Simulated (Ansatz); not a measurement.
`C[SiH2]BCl` + CH₃SH → `CSBCl` + `C[SiH3]` at 298.15 K and 1 bar (cleavage of the B–Si bond).

Program: Ansatz. Geometries: PBE0-D4/def2-TZVP. ΔE: electronic, gas phase. CBS: MP2 limit from def2 TZ/QZ plus the TZ coupled-cluster correction, frozen cores. This one scheme is used for every species. Each species was taken in one conformer, which may not be the lowest.

```json
{"species": "`C[SiH2]BCl`", "CCSD(T)/CBS energy (Eh)": "-815.33859", "H − E (kJ/mol)": "196.2", "S (J/(mol·K))": "345.2"}
{"species": "CH₃SH", "CCSD(T)/CBS energy (Eh)": "-438.22835", "H − E (kJ/mol)": "133.0", "S (J/(mol·K))": "253.2"}
{"species": "`CSBCl`", "CCSD(T)/CBS energy (Eh)": "-922.86962", "H − E (kJ/mol)": "156.8", "S (J/(mol·K))": "322.9"}
{"species": "`C[SiH3]`", "CCSD(T)/CBS energy (Eh)": "-330.73916", "H − E (kJ/mol)": "173.3", "S (J/(mol·K))": "255.5"}
```

H − E and S are ideal-gas, rigid-rotor, harmonic terms from PBE0-D4/def2-TZVP, for one conformer and one mirror image of each species. 1 Eh = 2625.50 kJ/mol, R = 8.31446 J/(mol·K).

By hand: ΔE, ΔH, ΔS and ΔG.

ΔE = (-922.86962) + (-330.73916) − (-815.33859) − (-438.22835) = -0.04184 Eh = -109.9 kJ/mol. Δ(H − E) = 156.8 + 173.3 − 196.2 − 133.0 = 0.9, so ΔH = -109.0 kJ/mol. ΔS = 322.9 + 255.5 − 345.2 − 253.2 = -20.0 J/(mol·K). ΔG = -109.0 − 298.15 × (-20.0)/1000 = -103.0 kJ/mol.

By hand: the equilibrium constant, and the temperature at which ΔG would vanish if ΔH and ΔS stayed fixed.

log₁₀ K = −ΔG/(RT ln 10) = 18.0. ΔG = 0 at ΔH/ΔS = 5450 K, far beyond where these terms or the molecules hold.

ΔH outweighs TΔS. A doubt of 5 kJ/mol in ΔE shifts log₁₀ K by 0.9 here. Other conformers and mirror images would add mixing entropy, several J/(mol·K) or more a flexible species. Modes under 60 cm⁻¹, often nearly free rotors, make the harmonic entropy too high. These are equilibria of isolated gas molecules and say nothing of rates. Largest T1 diagnostic: 0.013 (customary marks: 0.02 for closed shells, 0.045 for open ones).
